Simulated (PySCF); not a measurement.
Run record: geometry optimisation, `C(OC)BN(C)C`.

Method: PBE0-D3(BJ)/def2-SVP geometry optimisation, gas phase (PySCF 2.14.0). Start geometry: GFN2-xTB. The input is one job of a driver script: a line of settings, then coordinates in Å.

Command:
```bash
OMP_NUM_THREADS=1 python probes_run.py task.json out
```

Input:
```
{"job": {"xc": "PBE0", "basis": "def2-SVP", "d3": "d3bj", "grid": 1, "shake": 0.01, "kind": "geom"}, "charge": 0, "multiplicity": 1}
C      3.050370    -0.349710     0.516140
O      1.639270    -0.339570     0.304800
C      1.150990     0.840840    -0.341890
B     -0.363740     0.960180    -0.635230
N     -1.377070     0.029690    -0.345590
C     -2.775670     0.250800    -0.649590
C     -1.162180    -1.240000     0.319440
H      3.349350     0.523190     1.144010
H      3.573860    -0.247820    -0.419650
H      3.283460    -1.263060     1.015760
H      1.701640     0.959620    -1.280570
H      1.472340     1.717490     0.281270
H     -0.743930     1.966270    -1.175230
H     -2.924200     1.201040    -1.145050
H     -3.145390    -0.563800    -1.297380
H     -3.373390     0.256300     0.275190
H     -1.737020    -1.265880     1.252380
H     -0.127120    -1.367880     0.538160
H     -1.522290    -2.060670    -0.321070
```

Output:
```
step   0  E = -313.88712563  max force = 0.039758
step   1  E = -313.89241173  max force = 0.008733
step   2  E = -313.89259096  max force = 0.002568
step   3  E = -313.89180095  max force = 0.012849
step   4  E = -313.89276076  max force = 0.002874
step   5  E = -313.89287644  max force = 0.000556
step   6  E = -313.89290521  max force = 0.000901
step   7  E = -313.89291718  max force = 0.000338
optimisation converged
```

Energies in Eh; «max force» is the largest Cartesian gradient component in Eh/bohr.

At which steps does the energy rise by more than 1e-5 Eh?

At step 3 (+0.79 mEh).

How much energy does the optimisation release, in eV?

E(step 0) − E(last step) = 0.005792 Eh, which is 0.158 eV.

In short: final energy -313.89292 Eh after 7 steps; dipole 0.42 D.

Estimate the wall time. Hardware: one thread of an Arm Neoverse V2, shared host. And the peak memory of the process?

About 82 s, with 0.63 GiB resident at the peak, the Python interpreter and its libraries included.
Labels such as C1 count atoms from 1, the log's own numbers from 0.
